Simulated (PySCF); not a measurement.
**ZnH: energy against distance**

Set-up: PySCF, scalar-relativistic core potentials, basis sets Zn cc-pVDZ-PP with ECP10, H cc-pVDZ. Energies in eV from Zn + H in their ground configurations at the same level. State: ²Σ⁺ (doublet), unpaired electrons σ ↑.

All columns are PBE0. A positive dipole means Zn(−)H(+).

```tsv
R (Å)	E (eV)	μ (D)	Mulliken charge on Zn (basis-dependent)	HOMO (eV)	LUMO (eV)	Mayer bond order	⟨S²⟩
1.380	-0.674	0.20	0.14	-5.19	-1.98	0.94	0.75
1.444	-0.855	0.06	0.14	-5.27	-2.08	0.92	0.75
1.509	-0.957	-0.09	0.14	-5.34	-2.18	0.90	0.75
1.557	-0.994	-0.20	0.14	-5.40	-2.26	0.89	0.76
1.605	-1.004	-0.30	0.13	-5.46	-2.32	0.87	0.76
1.653	-0.993	-0.41	0.13	-5.52	-2.39	0.85	0.76
1.717	-0.954	-0.53	0.13	-5.60	-2.47	0.83	0.76
1.798	-0.878	-0.68	0.13	-5.70	-2.56	0.79	0.76
1.894	-0.763	-0.82	0.12	-5.82	-2.65	0.73	0.77
2.022	-0.598	-0.93	0.11	-5.99	-2.74	0.64	0.77
```

A fit through these points gives, at Re = 1.603 Å, μ = -0.30 D and dμ/dR = -2.16 D/Å; the reduced mass is 0.9922 u.

Question: How strong is the fundamental in the double-harmonic approximation, I = 42.26·(dμ/dR)²/μred km/mol?

Answer: I = 42.26·(-2.16)²/0.9922 = 199 km/mol at PBE0.

The state is the lowest determinant that a PBE0 search found; another state may lie lower at other levels.
